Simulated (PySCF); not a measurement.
Precursor series Hf OH-SH. All species are isolated molecules in the gas phase. One relaxed conformer stands for each flexible species; it need not be the lowest.

The HOMO from two functionals at the same geometries (r2SCAN-D4/def2-SVP), both in PySCF: PBE-D3(BJ)/def2-TZVP and TPSSh-D3(BJ)/def2-TZVP. 

| species | TPSSh-D3(BJ)/def2-TZVP (eV) |
|---|---|
| 1 of 4 OH replaced by SH | -6.26 |
| 3 of 4 OH replaced by SH | -6.86 |
| 4 of 4 OH replaced by SH ([Hf(SH)4]) | -7.32 |

Question: What does PBE-D3(BJ)/def2-TZVP give for each?

Answer: 
- 1 of 4 OH replaced by SH: -5.70
- 3 of 4 OH replaced by SH: -6.30
- 4 of 4 OH replaced by SH ([Hf(SH)4]): -6.74
Over these rows, drawn at random from the members with no instability flagged (it was tested for open shells, ions and some series alone), PBE minus TPSSh-D3(BJ): mean +0.57 eV, from +0.56 eV to +0.58 eV.
